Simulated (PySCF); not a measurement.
B(F)(OH)(NMe2) (C2H7BFNO), SMILES CN(C)B(O)F.

Coordinates come from a PBE-D3(BJ)/def2-SVP optimisation. This is a generated structure with no PubChem entry under its InChIKey; it may be hypothetical. The values are those of a single conformer.

Method: PBE-D3(BJ)/def2-SVP run with PySCF 2.14.0.

Harmonic, unscaled wavenumbers; measured fundamentals usually lie a few per cent lower.

Computed vibrational spectrum:
```
mode  ν (cm⁻¹)  IR (km/mol)  moving atoms (share of kinetic energy)
----  --------  -----------  --------------------------------------
1           57          5.4          H 50 %, C 18 %, O 17 %, F 14 %
2          128          0.2          H 62 %, N 14 %, F 13 %, C 10 %
3          187          0.0                           H 83 %, N 8 %
4          249          0.6                          H 51 %, N 36 %
5          253          6.5          C 32 %, F 23 %, H 20 %, O 18 %
6          359          1.2          C 40 %, H 30 %, O 15 %, F 14 %
7          409         82.7                          H 84 %, O 11 %
8          449          2.4  H 23 %, F 23 %, O 17 %, C 17 %, N 13 %
9          476          3.3  F 25 %, C 23 %, O 19 %, H 13 %, N 12 %
10         626         33.3                                  B 81 %
11         717          5.1          C 30 %, O 30 %, F 21 %, H 11 %
12         925        133.6                          H 71 %, F 13 %
13        1013         11.2                  H 49 %, C 29 %, N 14 %
14        1050          2.5                          H 75 %, C 24 %
15        1077          0.0                          H 80 %, C 20 %
16        1133          0.7                  H 69 %, C 20 %, N 11 %
17        1198        149.2   H 34 %, B 26 %, C 15 %, N 12 %, O 9 %
18        1232         17.6                          N 60 %, C 29 %
19        1369         58.5                          H 67 %, B 16 %
20        1392          4.1                                  H 97 %
21        1403         93.4                          H 68 %, C 21 %
22        1412        145.6                          B 42 %, H 40 %
23        1416         11.4                                  H 97 %
24        1422        113.4                          H 77 %, B 14 %
25        1433          7.2                           H 85 %, B 8 %
26        1530        366.3                  N 33 %, B 33 %, H 31 %
27        2913         57.2                                  H 97 %
28        2921         83.2                                  H 97 %
29        2965         80.8                           H 91 %, C 9 %
30        2975          4.7                          H 90 %, C 10 %
31        3043         36.3                           H 91 %, C 9 %
32        3099          3.0                           H 91 %, C 9 %
33        3778         35.9                                  H 94 %
```
